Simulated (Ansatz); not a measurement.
`[OH][SnH2][OH]` + H–F → `[OH][SnH2][F]` + H₂O at 700 K and 1 bar (ligand exchange at the Sn–O bond).

Calculated with Ansatz (gas phase, PBE0-D4/def2-TZVP geometries, no zero-point term in ΔE). CCSD(T)/CBS is the MP2 limit (def2-TZVPP, def2-QZVPP) plus CCSD(T) − MP2 in def2-TZVPP, frozen cores. This one scheme is used for every species. Elements past krypton have def2 core potentials. For Sn outer-core shells are correlated without core-valence functions, which leaves a few kJ/mol of doubt a bond. Each species was taken in one conformer, which may not be the lowest.

```tsv
species	CCSD(T)/CBS energy (Eh)	H − E (kJ/mol)	S (J/(mol·K))
`[OH][SnH2][OH]`	-366.80354	165.7	400.4
H–F	-100.39570	45.2	198.5
`[OH][SnH2][F]`	-390.83308	129.4	387.4
H₂O	-76.37941	80.5	218.4
```

H − E and S are ideal-gas, rigid-rotor, harmonic terms from PBE0-D4/def2-TZVP, for one conformer and one mirror image of each species. 1 Eh = 2625.50 kJ/mol, R = 8.31446 J/(mol·K).

Task: By hand: ΔE, ΔH, ΔS and ΔG.

Result: ΔE = (-390.83308) + (-76.37941) − (-366.80354) − (-100.39570) = -0.01325 Eh = -34.8 kJ/mol. Δ(H − E) = 129.4 + 80.5 − 165.7 − 45.2 = -1.0, so ΔH = -35.8 kJ/mol. ΔS = 387.4 + 218.4 − 400.4 − 198.5 = 6.9 J/(mol·K). ΔG = -35.8 − 700 × (6.9)/1000 = -40.6 kJ/mol.

Task: By hand: the equilibrium constant, and the temperature at which ΔG would vanish if ΔH and ΔS stayed fixed.

Result: log₁₀ K = −ΔG/(RT ln 10) = 3.0. ΔH and −TΔS have one sign here, so there is no such temperature.

The number of gas molecules stays the same, so ΔS is small and ΔH decides. A doubt of 5 kJ/mol in ΔE shifts log₁₀ K by 0.4 here. Other conformers and mirror images would add mixing entropy, several J/(mol·K) or more a flexible species. These are equilibria of isolated gas molecules and say nothing of rates. Largest T1 diagnostic: 0.014 (customary marks: 0.02 for closed shells, 0.045 for open ones).

ΔS is within the doubt of such terms, so its sign, and with it that verdict, could turn.
